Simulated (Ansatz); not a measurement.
`N=[C](Cl)[GeH3]` + `[Cl][GeH3]` → `[Cl][GeH2][GeH3]` + `N=CCl` at 298.15 K and 1 bar (formal exchange of groups at a Ge–C bond).

Program: Ansatz. Geometries: PBE0-D4/def2-TZVP. ΔE: electronic, gas phase. CBS: MP2 limit from def2 TZ/QZ plus the TZ coupled-cluster correction, frozen cores. This one scheme is used for every species. For Ge outer-core shells are correlated without core-valence functions, which leaves a few kJ/mol of doubt a bond. Scalar relativity is left out up to krypton. Each species was taken in one conformer, which may not be the lowest.

| species | CCSD(T)/CBS energy (Eh) | H − E (kJ/mol) | S (J/(mol·K)) |
| --- | --- | --- | --- |
| `N=[C](Cl)[GeH3]` | -2631.01470 | 136.2 | 329.1 |
| `[Cl][GeH3]` | -2537.71925 | 76.4 | 263.9 |
| `[Cl][GeH2][GeH3]` | -4615.04400 | 125.7 | 349.9 |
| `N=CCl` | -553.70684 | 94.3 | 259.9 |

H − E and S are ideal-gas, rigid-rotor, harmonic terms from PBE0-D4/def2-TZVP, for one conformer and one mirror image of each species. 1 Eh = 2625.50 kJ/mol, R = 8.31446 J/(mol·K).

Task: By hand: ΔE, ΔH, ΔS and ΔG.

Result: ΔE = (-4615.04400) + (-553.70684) − (-2631.01470) − (-2537.71925) = -0.01689 Eh = -44.3 kJ/mol. Δ(H − E) = 125.7 + 94.3 − 136.2 − 76.4 = 7.4, so ΔH = -36.9 kJ/mol. ΔS = 349.9 + 259.9 − 329.1 − 263.9 = 16.8 J/(mol·K). ΔG = -36.9 − 298.15 × (16.8)/1000 = -41.9 kJ/mol.

Task: By hand: the equilibrium constant, and the temperature at which ΔG would vanish if ΔH and ΔS stayed fixed.

Result: log₁₀ K = −ΔG/(RT ln 10) = 7.3. ΔH and −TΔS have one sign here, so there is no such temperature.

ΔH outweighs TΔS. A doubt of 5 kJ/mol in ΔE shifts log₁₀ K by 0.9 here. Other conformers and mirror images would add mixing entropy, several J/(mol·K) or more a flexible species. These are equilibria of isolated gas molecules and say nothing of rates. Largest T1 diagnostic: 0.013 (customary marks: 0.02 for closed shells, 0.045 for open ones).
